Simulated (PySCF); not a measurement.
SMILES C[SiH](C)O[SiH2][O][GeH3] (C2H12GeO2Si2), GFN2-xTB optimised geometry.

```
19

Si    -0.40    -2.23     2.83
C     -0.74    -3.98     3.48
C      0.87    -1.31     3.91
O      0.20    -2.43     1.33
Si     0.71    -1.66     0.00
O      0.30    -0.09     0.00
Ge    -0.75     1.11     0.68
H     -1.64    -1.44     2.71
H     -1.15    -3.94     4.48
H      0.17    -4.57     3.53
H     -1.44    -4.51     2.85
H      0.49    -1.11     4.90
H      1.79    -1.89     4.01
H      1.14    -0.36     3.46
H      2.17    -1.66     0.00
H      0.03    -2.31    -1.11
H     -0.34     1.34     2.11
H     -0.48     2.31    -0.18
H     -2.17     0.64     0.58
```

Density from CAM-B3LYP/def2-SVP run with PySCF at that geometry.

Minimum of the electron density along straight lines between bonded atoms, close to the bond critical point (lines longer than 1.1 times the sum of covalent radii, or with two minima, are not listed):

```csv
bond,length / Å,ρ at the minimum / e bohr⁻³,∇²ρ there / e bohr⁻⁵,position (fraction from the first atom)
Si1–C2,1.896,0.114,0.32,0.38
Si1–C3,1.901,0.113,0.31,0.38
Si1–O4,1.629,0.125,1.06,0.41
O4–Si5,1.617,0.129,1.12,0.59
Si5–O6,1.623,0.127,1.08,0.41
O6–Ge7,1.731,0.146,(withheld),0.53
Si1–H8,1.477,0.116,0.32,0.48
C2–H9,1.085,0.272,-0.98,0.63
C2–H10,1.086,0.272,-0.98,0.63
C2–H11,1.085,0.272,-0.99,0.63
C3–H12,1.086,0.272,-0.98,0.63
C3–H13,1.087,0.271,-0.98,0.63
C3–H14,1.087,0.271,-0.97,0.63
Si5–H15,1.456,0.122,0.34,0.49
Si5–H16,1.457,0.122,0.34,0.49
Ge7–H17,1.501,0.143,(withheld),0.59
Ge7–H18,1.499,0.144,0.06,0.59
Ge7–H19,1.501,0.143,0.06,0.59
```

### Question
Fill in the missing entries.

### Answer

- O6–Ge7, ∇²ρ there / e bohr⁻⁵: 0.83
- Ge7–H17, ∇²ρ there / e bohr⁻⁵: 0.07
